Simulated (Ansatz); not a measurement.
This singlet lies 1.54 eV below the relaxed triplet at the level B3LYP/cc-pVTZ // PBE0-D3(BJ)/def2-TZVP (Ansatz, an electronic-structure program).

Species: C2H2N2, SMILES `[C-]#[N+][C]N` (lower singlet) (charge 0, multiplicity 1).

Give a relaxed geometry from PBE0-D3(BJ)/def2-TZVP (Ansatz).

the end point of this relaxation (outside a Z-matrix the atoms follow the SMILES, hydrogens last).
Bonded distances (Å): C1–N2 1.177, N2–C3 1.364, C3–N4 1.306, N4–H5 1.017, N4–H6 1.007. Bond angles (°): C1–N2–C3 169.7, N2–C3–N4 111.0, C3–N4–H5 124.5, C3–N4–H6 118.3, H5–N4–H6 117.1.
